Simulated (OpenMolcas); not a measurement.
## N⁺: effect of the IPEA shift

```json
{
 "Program": "OpenMolcas 26.06",
 "Basis": "ANO-RCC-VTZP [4s3p2d1f]",
 "Scalar Hamiltonian": "DKH2, point nucleus",
 "Active space": "4 electrons in 8 orbitals (2s 2p 3s 3p)",
 "State averaging": "2S+1 = 3 even, 3 roots; 2S+1 = 1 even, 6 roots; 2S+1 = 5 odd, 1 root; 2S+1 = 3 odd, 9 roots; 2S+1 = 1 odd, 8 roots",
 "Spin-orbit coupling": "RASSI with atomic mean-field integrals over the reference wave functions, term energies averaged over their components"
}
```

Methods on the same reference wave functions:
A. CASSCF
B. SS-CASPT2, IPEA 0 Eh, imaginary shift 0.1 Eh (closed shells correlated: 1s)
C. SS-CASPT2, IPEA 0.25 Eh, imaginary shift 0.1 Eh (closed shells correlated: 1s)

Energies in cm⁻¹ above 2s² 2p² ³P₀, the measured ground level; measured values from NIST Handbook of Basic Atomic Spectroscopic Data.

| Level | A | B | C | Measured |
| --- | --- | --- | --- | --- |
| 2s² 2p² ³P₀ | 0.0 | 0.0 | 0.0 | 0.0 |
| 2s² 2p² ³P₁ | 45.5 | 45.5 | 45.5 | 48.7 |
| 2s² 2p² ³P₂ | 135 | 135 | 135 | 131 |
| 2s² 2p² ¹D₂ | 17611 | 15840 | 15720 | 15316 |
| 2s² 2p² ¹S₀ | 29324 | 32630 | 32400 | 32689 |
| 2s 2p³ ⁵S°₂ | 37387 | 44750 | 44470 | 46785 |
| 2s 2p³ ³D°₁ | 95462 | 90210 | 90770 | 92251 |
| 2s 2p³ ³D°₂ | 95467 | 90210 | 90780 | 92250 |
| 2s 2p³ ³D°₃ | 95474 | 90220 | 90780 | 92236 |
| 2s 2p³ ³P°₀ | 110828 | 108820 | 108970 | 109223 |
| 2s 2p³ ³P°₁ | 110832 | 108820 | 108980 | 109216 |
| 2s 2p³ ³P°₂ | 110840 | 108830 | 108980 | 109217 |
| 2s 2p³ ¹D°₂ | 160775 | 146070 | 146900 | 144188 |

Deviations, from unrounded energies. A percentage is the sum of absolute deviations over the sum of measured energies, with the sign that they share, or ± where signs differ.

```json
{"Against measurement": "mean absolute deviation (cm-1)", "Levels": "12", "A": "3800", "B": "980", "C": "900"}
{"Against measurement": "fine structure of the ground term (%)", "Levels": "2", "A": "±4.3", "B": "±4.2", "C": "±4.2"}
{"Against measurement": "other terms of the ground configuration (%)", "Levels": "2", "A": "±11.8", "B": "±1.2", "C": "±1.4"}
{"Against measurement": "other configurations (%)", "Levels": "8", "A": "±5.1", "B": "±1.4", "C": "±1.3"}
```

C lies closest to measurement on these levels and A furthest from it. The largest miss of C in the table is 2s 2p³ ¹D°₂, by +2700 cm-1. The ranking rests on the paired levels alone, and a cruder setting can come out closer through cancelling errors.

Between B and C the level of the table that moves most is 2s 2p³ ¹D°₂, by 830 cm-1 (lowest in B, highest in C). Moves below CASPT2's spread within the term are not significant.

From A to B the spin-free energies of the other terms of 2s² 2p² shown, above ³P, scale by factors of 0.90 to 1.11.

The lowest spin-free term lies below A's lowest term by 0.059 hartree in B, 0.057 hartree in C.

Term energies are means over components that CASPT2 splits; among the terms shown or strongly mixed into the levels shown the widest spread is 56 cm-1 (2s 2p³ ³D°, C). The run also gave levels led by 2s² 2p 3s, which use shells meant for correlation; these and all levels above them are left out. Without dynamic correlation excited terms often stand tens of per cent too high (terms of higher spin than the ground term too low), and those without a measured partner can miss by more than the paired ones (holds for A). Measured partners are found by configuration, term and J. A level has none where our copy of the source lacks it or the pairing is in doubt (some pairs that miss far off the trend of their configuration count as doubtful), and it then counts in no deviation. Only configurations of the active space appear. Levels that lie high or do not pair safely by name in every column are left out.

° marks odd parity.
